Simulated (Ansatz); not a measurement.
The inner images of a band of Cl3H4NOTi (10 atoms, charge 0, multiplicity 1) are given out of order.

These are results of RKS PBE-D4/def2-SVP (Ansatz 0.2.0), not measurements.

Initial state:

```xyz
10
Properties=species:S:1:pos:R:3
Ti 0.029 -0.185 0.173
O -0.296 -0.006 1.938
H -0.868 0.739 2.207
Cl 2.037 0.479 -0.560
Cl -1.184 1.576 -0.460
Cl -1.090 -1.797 -0.904
N 1.230 -1.966 1.031
H 0.879 -2.867 0.681
H 2.231 -1.894 0.808
H 1.118 -1.944 2.053
```

Final state:

```xyz
10
Properties=species:S:1:pos:R:3
Ti 0.161 -0.678 -0.061
O 0.587 -0.041 2.148
H 1.130 0.757 1.967
Cl 1.636 1.002 -0.398
Cl -1.924 -0.121 0.608
Cl -0.177 -1.430 -2.097
N 0.852 -2.241 0.649
H 0.982 -3.124 0.146
H 1.146 -2.289 1.631
H -0.306 0.300 2.375
```

Problem. Put them in order from the first end to the last, with their energies above the first end.
A.
```xyz
10
Properties=species:S:1:pos:R:3
Ti 0.262 -0.617 -0.118
O 0.701 0.037 2.089
H 0.538 1.002 2.082
Cl 1.868 0.861 -0.544
Cl -1.757 0.221 0.466
Cl -0.220 -1.496 -2.079
N 0.769 -2.200 0.721
H 0.633 -3.133 0.321
H 1.403 -2.214 1.528
H -0.111 -0.323 2.502
```
B.
```xyz
10
Properties=species:S:1:pos:R:3
Ti 0.183 -0.198 0.090
O 0.201 0.118 1.929
H -0.387 0.801 2.297
Cl 1.973 0.787 -0.715
Cl -1.641 1.054 -0.132
Cl -0.366 -1.722 -1.500
N 0.964 -2.011 1.100
H 0.351 -2.826 0.978
H 1.929 -2.280 0.876
H 0.881 -1.588 2.044
```
C.
```xyz
10
Properties=species:S:1:pos:R:3
Ti 0.289 -0.537 -0.106
O 0.666 0.225 2.077
H -0.159 0.749 2.180
Cl 1.986 0.727 -0.697
Cl -1.693 0.478 0.334
Cl -0.305 -1.557 -1.969
N 0.759 -2.097 0.853
H 0.454 -3.026 0.545
H 1.672 -2.166 1.324
H 0.417 -0.660 2.426
```
D.
```xyz
10
Properties=species:S:1:pos:R:3
Ti 0.082 -0.175 0.143
O -0.150 0.008 1.940
H -0.650 0.796 2.227
Cl 2.002 0.682 -0.533
Cl -1.448 1.374 -0.344
Cl -0.684 -1.780 -1.243
N 1.133 -1.987 1.066
H 0.550 -2.823 0.927
H 2.077 -2.192 0.716
H 1.174 -1.768 2.070
```
E.
```xyz
10
Properties=species:S:1:pos:R:3
Ti 0.283 -0.358 -0.041
O 0.464 0.150 2.009
H -0.343 0.504 2.429
Cl 2.031 0.701 -0.800
Cl -1.579 0.867 0.023
Cl -0.311 -1.718 -1.690
N 0.842 -1.982 1.107
H 0.262 -2.817 0.954
H 1.815 -2.256 0.900
H 0.620 -0.955 2.076
```

Solution. D (+0.08 eV), B (+0.35 eV), E (+1.26 eV), C (+1.01 eV), A (+0.90 eV).

Run time: 5 min on 4 threads of Arm Neoverse V2, with other jobs on the host, peak memory 0.23 GiB.
